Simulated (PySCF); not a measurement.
Species: C₆H₆S (charge -1 and doublet state).
SMILES with atom numbers: `[CH3:1][C:2]([S-:3])[CH:4]=[C:5]1[CH:6]=[CH:7]1` (hydrogens: H8, H9, H10 on C1; H11 on C4; H12 on C6; H13 on C7)

Structure used (GFN2-xTB), in Å, numbered top down from 1:
```
atom  x, y, z in Å
C1    -1.5148    0.0292   -0.8660
C2    -1.3428   -0.2218    0.6068
S3    -2.7176   -0.5659    1.5258
C4    -0.0721   -0.1630    1.1644
C5     1.0582    0.1366    0.4518
C6     2.5417    0.3764    0.4228
C7     1.7065    0.3528   -0.7246
H8    -0.9309   -0.6910   -1.4454
H9    -1.1596    1.0291   -1.1278
H10   -2.5639   -0.0595   -1.1437
H11    0.0186   -0.3442    2.2299
H12    3.3383   -0.3186    0.6760
H13    1.6341    0.4404   -1.7877
```

The hyperfine couplings belong to this conformer and change with its torsions.

Computed with UKS B3LYP, pcH-1 on C H S, non-relativistic, mean-field spin-orbit, GIAO (PySCF). Whether the extra electron is bound in the gas phase wasn't checked; a finite basis holds it in any case. The geometry wasn't refined by DFT: couplings that depend on bond lengths, twists or pyramidal angles can differ widely from those at the functional's own minimum, by a factor of two or more for some ions and for spin on atoms past the first row. The SCF solution wasn't tested for stability.

(1) Break the g tensor into its mass correction, gauge correction and orbital-Zeeman/spin–orbit terms.

(2) How much does each term add to the isotropic shift?

(3) At 9.365 GHz, how far is the centre of the isotropic spectrum from where a free electron (g = 2.002319) resonates?

(4) In a frozen sample, at which fields do the three g values resonate at 9.5, 34, 94 and 263 GHz (hyperfine left aside), and which band first spreads them over more than twice a line width of 0.3 mT?

Results:

(1) 
```tsv
Δg (ppm)	1	2	3
relativistic mass correction	-147	-147	-147
gauge correction	13	10	-15
orbital Zeeman/spin–orbit	100	342	2271
total	-34	205	2110
```

So g = 2.00229, 2.00252, 2.00443 and g_iso = 2.00308; the tensor is close to axial: the two nearest values differ by 11 % of g3 − g1. Axes: g2 points within 11° of the C6–C7 bond.

(2) The orbital-Zeeman/spin–orbit term 904, the mass correction -147 and the gauge correction 3 ppm, for a total of 760 ppm. The orbital-Zeeman/spin–orbit term is the largest in size. The mass correction is the same along every axis, so the anisotropy comes from the other two: their spans along these axes are 28 (gauge) and 2171 ppm (orbital Zeeman/spin–orbit).

(3) B = hν/(g μB) with μB/h = 13.99624 MHz/mT gives 334.17 mT for the free electron and 334.04 mT at g_iso, 0.13 mT lower.

(4) 
```
band    GHz  B(g3) mT  B(g2) mT  B(g1) mT  spread mT
   X    9.5    338.63    338.95    338.99       0.36
   Q   34.0   1211.93   1213.08   1213.23       1.30
   W   94.0   3350.62   3353.81   3354.21       3.59
   J  263.0   9374.62   9383.53   9384.65      10.04
```

The spread grows in proportion to the frequency. Q band is the first where it exceeds 0.6 mT.

The largest Mulliken spin populations are on C6 (+0.68) and C7 (+0.21). The angles at C6 add up to 311.0°, so it is pyramidal.

The HOMO–LUMO gaps are 2.69 eV among the α and 3.96 eV among the β orbitals.

The SMILES draws the unpaired electron on C2; the largest computed Mulliken spin population is on C6 (0.68 against 0.04).
